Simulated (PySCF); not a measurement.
Ligand exchange on a metal centre used in film growth or etching (Y F-NH2). Gas-phase values, no solvent. One relaxed conformer stands for each flexible species; it need not be the lowest.

The charge on the central atom (Mulliken) from two functionals at the same geometries (r2SCAN-D4/def2-SVP), both in PySCF: PBE-D3(BJ)/def2-TZVP and B3LYP-D3(BJ)/def2-TZVP. B3LYP has the VWN-RPA correlation part, as in Gaussian. 

| species | PBE-D3(BJ)/def2-TZVP (e) | B3LYP-D3(BJ)/def2-TZVP (e) |
|---|---|---|
| 0 of 3 F replaced by NH2 ([Y(F)3]) | 1.43 | 1.58 |
| 1 of 3 F replaced by NH2 | 1.36 | 1.50 |
| 2 of 3 F replaced by NH2 ([Y(F)(NH2)2]) | 1.32 | 1.45 |

Over these rows, drawn at random from the members with no instability flagged (it was tested for open shells, ions and some series alone), PBE minus B3LYP-D3(BJ): mean -0.14 e, from -0.14 e to -0.13 e.
